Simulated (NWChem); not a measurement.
# Basis-set convergence for C$_{2}$H$_{4}$ClF

SMILES: C[C@@H](F)Cl
```xyz
8

C     -1.5028    -0.5767     0.2217
C     -0.0096    -0.4584     0.3365
F      0.5935    -1.3140    -0.5229
Cl     0.5291     1.2084    -0.0333
H     -1.8166    -0.3358    -0.8035
H     -1.8048    -1.6086     0.4556
H     -2.0005     0.1098     0.9190
H      0.3603    -0.6717     1.3510
```
Charge 0, spin multiplicity 1.

All runs are NWChem calculations. All single points use one geometry, from PBE0/def2-SVP, a minimum by its harmonic frequencies.

Quantity: LUMO energy at the level B3LYP.

B3LYP has NWChem's definition, with VWN1-RPA local correlation. The Pople sets run with spherical d functions. The structure started from a generated list of species.

Relative cost: rough, from shared machines, SCF included, STO-3G = 1.

**Question.** In def2-TZVPD the value is -0.08 eV. Among STO-3G, pcseg-1, def2-SVP, 6-31+G*, def2-SVPD, aug-cc-pVDZ, aug-pcseg-1, pcseg-2, def2-TZVPP, which is the smallest basis within 0.1 eV of it?

**Answer.** No smaller set comes that close. def2-TZVPD isn't the basis-set limit itself, and a small set can land close by cancellation.

| basis | functions | LUMO energy (eV) | relative cost |
|---|---|---|---|
| STO-3G | 28 | 4.08 | 1 |
| pcseg-1 | 80 | 0.39 | under 3 |
| def2-SVP | 80 | 1.05 | under 3 |
| 6-31+G* | 84 | 0.04 | 4 |
| def2-SVPD | 122 | 0.09 | 7 |
| aug-cc-pVDZ | 132 | -0.36 | 10 |
| aug-pcseg-1 | 132 | -0.39 | 10 |
| pcseg-2 | 180 | 0.12 | 20 |
| def2-TZVPP | 191 | 0.40 | 30 |
| def2-TZVPD | 196 | -0.08 | 50 |
